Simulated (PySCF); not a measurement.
# Correlation energy of Ag³³⁺ (silver, charge +33)

[Ne] 3s2 3p2, high-spin 3P determinant. Calculation: PySCF 2.14, in an uncontracted even-tempered set (18 s from 5 bohr⁻², ratio 2.5; 12 p from 6.5 bohr⁻², ratio 2.5; 5 d from 27 bohr⁻², ratio 2.7; 4 f from 41 bohr⁻², ratio 2.7); scalar relativity by spin-free X2C-1e. Frozen: 1s2; 12 electrons correlated; the 22 highest virtual orbitals of each spin left out.

| level | correlation energy (mhartree) |
| --- | --- |
| CCSD | -512.08 |
| (T) | -1.25 |
| CCSD(T) | -513.33 |

Diagnostics: T1 = 0.00085, D1 = 0.0037, largest double amplitude 0.062.

Spin-orbit coupling is strong in this species (close to jj coupling), so the high-spin LS determinant is a model state, not a physical level.

Cost of the coupled-cluster step: about 70 core-seconds, for 12 correlated electrons.

Iterations:

```
CC2 = 0
CCSD nocc = (np.int64(7), np.int64(5)), nmo = (84, 84)
frozen orbitals [[0, 85, 86, 87, 88, 89, 90, 91, 92, 93, 94, 95, 96, 97, 98, 99, 100, 101, 102, 103, 104, 105, 106], [0, 85, 86, 87, 88, 89, 90, 91, 92, 93, 94, 95, 96, 97, 98, 99, 100, 101, 102, 103, 104, 105, 106]]
max_cycle = 100
direct = 0
conv_tol = 1e-08
conv_tol_normt = 1e-06
diis_space = 8
diis_start_cycle = 0
Init t2, MP2 energy = -0.489633351655777
Init E_corr(UCCSD) = -0.489633351661733
cycle = 1  E_corr(UCCSD) = -0.506341023143825  dE = -0.0167076715  norm(t1,t2) = 0.0156876
cycle = 2  E_corr(UCCSD) = -0.510509221082484  dE = -0.00416819794  norm(t1,t2) = 0.00454646
cycle = 3  E_corr(UCCSD) = -0.512105331679377  dE = -0.0015961106  norm(t1,t2) = 0.001409
cycle = 4  E_corr(UCCSD) = -0.512082943659957  dE = 2.23880194e-05  norm(t1,t2) = 8.14315e-05
cycle = 5  E_corr(UCCSD) = -0.512083278557294  dE = -3.34897336e-07  norm(t1,t2) = 3.4903e-06
cycle = 6  E_corr(UCCSD) = -0.512083236317105  dE = 4.22401886e-08  norm(t1,t2) = 2.11322e-07
cycle = 7  E_corr(UCCSD) = -0.512083236274124  dE = 4.29810632e-11  norm(t1,t2) = 2.24475e-08
UCCSD converged
E(UCCSD) = -4451.990426989377  E_corr = -0.5120832362741242
UCCSD(T) correction = -0.00125370860842239
```

At this charge the one-electron X2C treatment keeps the bare 1/r₁₂, with no two-electron picture change or Breit term. The effect here is smaller than on the frozen 1s shell; and a scalar Hamiltonian misses the large spin-orbit splitting of the p shells, which matters for ns² → np² pairs.

Spin-orbit coupling is strong in this species, so the high-spin LS determinant is a model state.
